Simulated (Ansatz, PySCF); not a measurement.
The Ansatz (an electronic-structure program) input:
Ansatz 0.2 input:
```yaml
crystal:
  periodic: [false, false, false]
  atoms:
    - {symbol: O, position_ang: [0.77918714, 0.89800259, 1.38981789]}
    - {symbol: P, position_ang: [-0.01342712, -0.03654108, 0.29402552]}
    - {symbol: O, position_ang: [1.07614325, -0.55931002, -0.64721325]}
    - {symbol: O, position_ang: [-0.93075699, -1.31479553, -0.92120897]}
    - {symbol: O, position_ang: [-0.86101349, 1.15096454, -0.32530846]}
    - {symbol: H, position_ang: [1.63291358, 0.52824969, 1.60995054]}
    - {symbol: H, position_ang: [-0.53564913, -2.18592303, -0.95431307]}
    - {symbol: H, position_ang: [-1.40433700, 0.80689686, -1.03471785]}
basis:
  gaussian:
    orbitals: STO-3G
hamiltonian:
  xc: {name: B97M-V}
magnetization: {spin_polarized: true, initial_magnetization: 2}
accuracy: high
```

**Question.** Write the same job for PySCF.

**Answer.** This is not unique; one that fits is 
```python
from pyscf import gto, scf, dft

mol = gto.Mole()
mol.atom = '''
    O     0.779187    0.898003    1.389818
    P    -0.013427   -0.036541    0.294026
    O     1.076143   -0.559310   -0.647213
    O    -0.930757   -1.314796   -0.921209
    O    -0.861013    1.150965   -0.325308
    H     1.632914    0.528250    1.609951
    H    -0.535649   -2.185923   -0.954313
    H    -1.404337    0.806897   -1.034718
'''
mol.basis = 'sto-3g'
mol.charge = 0
mol.spin = 2
mol.verbose = 3
mol.build()

mf = dft.UKS(mol)
mf.xc = 'b97m_v'
mf.grids.atom_grid = (99, 590)
mf.grids.prune = None
mf.kernel()
```

Both were run: Ansatz gave -635.757130 Eh and PySCF -635.757132 Eh, 0.002 mEh apart.
